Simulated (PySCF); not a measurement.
# Correlation energy of C⁺ (carbon, charge +1)

[He] 2s2 2p1, 2P determinant. All numbers are calculated (PySCF 2.14, the non-relativistic Hamiltonian (point nucleus), in aug-cc-pVTZ with one added diffuse shell each of s, p, d, f type (6s5p4d3f, 62 functions)). Frozen: 1s2; 3 electrons correlated.

| level | correlation energy (mhartree) |
| --- | --- |
| CCSD | -74.73 |
| (T) | -1.16 |
| CCSD(T) | -75.89 |

Diagnostics: T1 = 0.0095, D1 = 0.0181, largest double amplitude 0.131.

Cost of the coupled-cluster step: about 1.9 core-seconds, for 3 correlated electrons.
